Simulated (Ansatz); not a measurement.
Ansatz (a first-principles code) input (RI-MP2/cc-pVTZ):
A basis named .json is the Basis Set Exchange file of that set.

Ansatz 0.2 input:
```yaml
crystal:
  periodic: [false, false, false]
  atoms:
    - {symbol: C, position_ang: [-2.47162120, -0.21827156, -0.69774531]}
    - {symbol: C, position_ang: [-1.21822960, -0.25020678, 0.16331745]}
    - {symbol: C, position_ang: [-0.72804595, 1.13689774, 0.63430239]}
    - {symbol: C, position_ang: [0.73300316, 0.94723690, 0.85806242]}
    - {symbol: C, position_ang: [1.21418359, -0.36352324, 0.32017886]}
    - {symbol: C, position_ang: [2.54263523, -0.29931851, -0.43366716]}
    - {symbol: C, position_ang: [0.01935825, -0.83783968, -0.52979161]}
    - {symbol: H, position_ang: [-2.76937850, -1.22330384, -1.00481885]}
    - {symbol: H, position_ang: [-2.30253144, 0.37136280, -1.60283906]}
    - {symbol: H, position_ang: [-3.31195420, 0.22799826, -0.16112360]}
    - {symbol: H, position_ang: [-1.42031217, -0.85183727, 1.05672453]}
    - {symbol: H, position_ang: [-1.26562323, 1.49698324, 1.51815226]}
    - {symbol: H, position_ang: [-0.91889858, 1.88377082, -0.15368170]}
    - {symbol: H, position_ang: [1.37403514, 1.66215361, 1.35610975]}
    - {symbol: H, position_ang: [1.34502577, -1.07341907, 1.15476067]}
    - {symbol: H, position_ang: [3.34633714, 0.05744011, 0.21368215]}
    - {symbol: H, position_ang: [2.46900373, 0.38147054, -1.28472508]}
    - {symbol: H, position_ang: [2.82787496, -1.28478837, -0.80929024]}
    - {symbol: H, position_ang: [0.10496822, -0.41426160, -1.53705060]}
    - {symbol: H, position_ang: [-0.02624765, -1.92341858, -0.63384245]}
basis:
  gaussian:
    orbitals: cc-pVTZ
    fitting: {mean_field: def2-universal-jkfit, correlation: cc-pVTZ-RIFIT.json}
magnetization: {spin_polarized: true, initial_magnetization: 1}
correlation: {method: mp2, electrons: outside_noble_gas}
```

End of the output:

```
integrals: 0.86 GiB planned
759 factors; integrals over basis functions are off by at most 9.3e-1 eV
0.89 GiB of device memory are held for the factors and their scratch space
mean field: 1.89 GiB planned
mean field evaluation 1: about -7414.7131 eV, gradient 3.1e1 eV
mean field evaluation 2: about -7419.6158 eV, gradient 1.3e1 eV
mean field evaluation 4: about -7420.5860 eV, gradient 1.1e0 eV
mean field evaluation 8: about -7420.5996 eV, gradient 2.0e-6 eV
mean field -7420.59959606 eV, -272.7020052921 hartree, gradient 2.0e-6 eV, S^2 0.765193; 0 other end points of the search recorded, 0 dependent functions left out
7 core orbitals not correlated
957 factors; their error is unknown
reference -7420.59959606 eV, -272.7020052921 hartree; 21, 20 occupied and 364, 365 virtual orbitals, 957 factors
second order -32.11062637 eV of doubles, -0.00000000 eV of singles
Total energy: -7452.71022243 eV, -273.8820490459 hartree
```

It need not be the lowest isomer of its formula.
